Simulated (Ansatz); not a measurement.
CH8BClSi2 (`[SiH3]C([SiH3])BCl`), relaxed with RKS PBE0-D4/def2-TZVP in the Gaussian-basis code of Ansatz from a PBE-D4/def2-SVP geometry. The force threshold is 0.005 eV/Å; the program also tests the step.

Charge 0, multiplicity 1.

Start:

```xyz
13

Si    0.734    0.581   -1.427
C     0.046    0.438    0.347
Si    0.381   -1.321    1.007
B    -1.481    0.682    0.321
Cl   -2.227    1.991    1.243
H     0.070   -0.430   -2.319
H     0.489    1.959   -1.977
H     2.217    0.324   -1.411
H     0.582    1.167    0.994
H     1.865   -1.573    1.031
H    -0.158   -1.470    2.404
H    -0.276   -2.338    0.117
H    -2.241   -0.010   -0.329
```

Problem. By how much does the energy fall, and how many steps does the optimiser take? (Best estimate.)

Solution. The calculation gave: 4.11 kJ/mol, in 7 steps, 1 of them rejected.

Problem. Which bonds change most? (An estimate is asked.)

Solution. The calculation gave: C2–Si3 from 1.908 to 1.886 Å; Si1–C2 from 1.908 to 1.886 Å; B4–H13 from 1.216 to 1.195 Å; Si1–H8 from 1.505 to 1.486 Å.

Problem. Give the relaxed structure. (Best estimate.)

Solution. Ansatz gave: 
```xyz
13

Si    0.728    0.565   -1.406
C     0.038    0.435    0.345
Si    0.382   -1.305    0.987
B    -1.475    0.684    0.322
Cl   -2.206    1.986    1.238
H     0.078   -0.444   -2.280
H     0.481    1.920   -1.963
H     2.193    0.317   -1.379
H     0.571    1.150    0.981
H     1.849   -1.540    1.014
H    -0.156   -1.468    2.362
H    -0.257   -2.307    0.095
H    -2.226    0.007   -0.316
```
